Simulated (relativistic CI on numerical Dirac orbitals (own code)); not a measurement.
**Hf⁴³⁺: q coefficients and field-shift factors**

These numbers are calculated, not measured: Dirac-Coulomb-Breit CI, orbitals from a KLI potential per configuration, derivatives by finite differences, unscaled Slater integrals, QED left out (own radial code, finite nucleus).

CI space (outside the closed core [Ar] 3d10): 4s, 4p, 4d, 4f, 5s, 5p, 5d, 5f. Levels of other configurations are missing.

With x = (α/α₀)² − 1 an excitation energy changes as ω = ω₀ + qx; K = 2q/ω₀ is the relative enhancement. Terms are leading LS components, so labels can repeat. The field-shift factor is F = δν/δ⟨r²⟩ for the transition from the lowest level.

Lowest level 4s 2S_1/2.

```tsv
Level	ω₀ (cm⁻¹)	q (cm⁻¹)	F (GHz/fm²)
4p 2P°_1/2	758282	118100	-1710
4p 2P°_3/2	1463399	961600	-1810
4d 2D_3/2	2626746	1.009e+06	-1800
4d 2D_5/2	2776185	1.162e+06	-1800
4f 2F°_5/2	4019662	1.153e+06	-1780
4f 2F°_7/2	4055953	1.188e+06	-1780
5s 2S_1/2	7191421	613400	-942
5p 2P°_1/2	7558791	663800	-1730
5p 2P°_3/2	7889102	1.056e+06	-1780
5d 2D_3/2	8442452	1.077e+06	-1780
5d 2D_5/2	8514618	1.151e+06	-1770
5f 2F°_5/2	9065330	1.147e+06	-1760
5f 2F°_7/2	9086625	1.168e+06	-1760
```

At this charge energies of transitions that change n are usually good to better than 1 %, and those within a shell (Δn = 0) to a few per cent.

Question: Which transition from the lowest level has the largest |K|?

Answer: 4p 2P°_3/2 at 1463399 cm⁻¹, K = 1.31.
